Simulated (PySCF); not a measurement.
C3H3 (SMILES [C]#CC), doublet, geometry from GFN2-xTB, with bond 4-3 at 1.3 times its length; HF/3-21G (PySCF).

The PySCF input:
```python
from pyscf import gto, scf

mol = gto.M(
    atom='''
C     0.00175930   -0.00079138    0.33446282
C     0.00804284   -0.00361788    1.52903105
C    -0.00590540    0.00265640   -1.12268107
H     0.05372985    1.33848990   -1.58647743
H     0.85747672   -0.55120368   -1.48748952
H    -0.92082503   -0.46849982   -1.47793980
''',
    basis='3-21g',
    spin=1,
    verbose=4,
)

mf = scf.UHF(mol)
mf.init_guess = 'atom'
mf.kernel()
```

It wrote (shortened):

```
PySCF version 2.14.0

[INPUT] verbose = 4
[INPUT] num. atoms = 6
[INPUT] num. electrons = 21
[INPUT] charge = 0
[INPUT] spin (= nelec alpha-beta = 2S) = 1
[INPUT] symmetry False subgroup None
[INPUT] Mole.unit = angstrom
[INPUT] Symbol           X                Y                Z      unit          X                Y                Z       unit  Magmom
[INPUT]  1 C      0.001759300000  -0.000791380000   0.334462820000 AA    0.003324595171  -0.001495491460   0.632043128650 Bohr   0.0
[INPUT]  2 C      0.008042840000  -0.003617880000   1.529031050000 AA    0.015198764864  -0.006836802352   2.889449920456 Bohr   0.0
[INPUT]  3 C     -0.005905400000   0.002656400000  -1.122681070000 AA   -0.011159588656   0.005019868477  -2.121559747534 Bohr   0.0
[INPUT]  4 H      0.053729850000   1.338489900000  -1.586477430000 AA    0.101534701214   2.529379331496  -2.998007845504 Bohr   0.0
[INPUT]  5 H      0.857476720000  -0.551203680000  -1.487489520000 AA    1.620396158990  -1.041623994052  -2.810947805961 Bohr   0.0
[INPUT]  6 H     -0.920825030000  -0.468499820000  -1.477939800000 AA   -1.740107115344  -0.885336349208  -2.792901450594 Bohr   0.0

nuclear repulsion = 52.4234840426163
number of shells = 21
number of NR pGTOs = 54
number of NR cGTOs = 33
basis = 3-21g
ecp = {}

******** <class 'pyscf.scf.uhf.UHF'> ********
method = UHF
initial guess = atom
damping factor = 0
level_shift factor = 0
DIIS = <class 'pyscf.scf.diis.CDIIS'>
diis_start_cycle = 1
diis_space = 8
diis_damp = 0
SCF conv_tol = 1e-09
SCF conv_tol_grad = None
SCF max_cycles = 50
direct_scf = True
direct_scf_tol = 1e-13
number electrons alpha = 11  beta = 10
Set gradient conv threshold to 3.16228e-05
Spherically averaged atomic HF for {'C', 'H'}

******** <class 'pyscf.scf.atom_hf.AtomSphAverageRHF'> ********
method = AtomSphAverageRHF
initial guess = minao
damping factor = 0
level_shift factor = 0
DIIS = <class 'pyscf.scf.diis.CDIIS'>
diis_start_cycle = 1
diis_space = 8
diis_damp = 0
SCF conv_tol = 1e-09
SCF conv_tol_grad = None
SCF max_cycles = 50
direct_scf = True
direct_scf_tol = 1e-13
atom = C
Set gradient conv threshold to 3.16228e-05
Initial guess from minao.
init E= -37.0511734903473
cycle= 1 E= -37.1138683188025  delta_E= -0.0627  |g|=    0  |ddm|= 0.358
cycle= 2 E= -37.1160998590688  delta_E= -0.00223  |g|=    0  |ddm|= 0.0979
cycle= 3 E= -37.1162418120407  delta_E= -0.000142  |g|=    0  |ddm|= 0.0175
cycle= 4 E= -37.116242134933  delta_E= -3.23e-07  |g|=    0  |ddm|= 0.00152
cycle= 5 E= -37.1162421349399  delta_E= -6.89e-12  |g|=    0  |ddm|= 3.41e-06
Extra cycle  E= -37.1162421349399  delta_E= -1.42e-14  |g|=    0  |ddm|= 2.49e-07
Atomic HF for atom  C  converged. SCF energy = -37.1162421349399

******** 1 electron system ********
Atomic HF for atom  H  converged. SCF energy = -0.496198609380939

init E= -115.302182211642

cycle= 1 E= -114.393620514986  delta_E= 0.909  |g|= 0.289  |ddm|= 1.73
cycle= 2 E= -114.467844482176  delta_E= -0.0742  |g|= 0.135  |ddm|= 0.521
cycle= 3 E= -114.480939525569  delta_E= -0.0131  |g|= 0.046  |ddm|= 0.243
cycle= 4 E= -114.484510531184  delta_E= -0.00357  |g|= 0.0204  |ddm|= 0.136
cycle= 5 E= -114.485278206286  delta_E= -0.000768  |g|= 0.00894  |ddm|= 0.0533
cycle= 6 E= -114.485481003127  delta_E= -0.000203  |g|= 0.00432  |ddm|= 0.0288
cycle= 7 E= -114.485533689079  delta_E= -5.27e-05  |g|= 0.00308  |ddm|= 0.0122
cycle= 8 E= -114.485578379245  delta_E= -4.47e-05  |g|= 0.00233  |ddm|= 0.0134
cycle= 9 E= -114.485624498491  delta_E= -4.61e-05  |g|= 0.0018  |ddm|= 0.0178
cycle= 10 E= -114.485651643449  delta_E= -2.71e-05  |g|= 0.00173  |ddm|= 0.0109
cycle= 11 E= -114.485662094248  delta_E= -1.05e-05  |g|= 0.00176  |ddm|= 0.00384
cycle= 12 E= -114.485622336645  delta_E= 3.98e-05  |g|= 0.00158  |ddm|= 0.0155
cycle= 13 E= -114.485533454526  delta_E= 8.89e-05  |g|= 0.000802  |ddm|= 0.0565
cycle= 14 E= -114.485522302487  delta_E= 1.12e-05  |g|= 0.000402  |ddm|= 0.0193
cycle= 15 E= -114.485519966401  delta_E= 2.34e-06  |g|= 0.000188  |ddm|= 0.0111
cycle= 16 E= -114.485519881761  delta_E= 8.46e-08  |g|= 8.12e-05  |ddm|= 0.00281
cycle= 17 E= -114.485519892285  delta_E= -1.05e-08  |g|= 4.54e-05  |ddm|= 0.000758
cycle= 18 E= -114.48551989892  delta_E= -6.64e-09  |g|= 3.03e-05  |ddm|= 0.000157
cycle= 19 E= -114.485519903333  delta_E= -4.41e-09  |g|= 1.57e-05  |ddm|= 0.000178
cycle= 20 E= -114.485519904551  delta_E= -1.22e-09  |g|= 9.17e-06  |ddm|= 0.000126
cycle= 21 E= -114.485519905019  delta_E= -4.69e-10  |g|= 4.91e-06  |ddm|= 0.000105
Extra cycle  E= -114.48551990507  delta_E= -5.08e-11  |g|= 3.91e-06  |ddm|= 1.25e-05
converged SCF energy = -114.48551990507  <S^2> = 0.76503099  2S+1 = 2.0149749
```
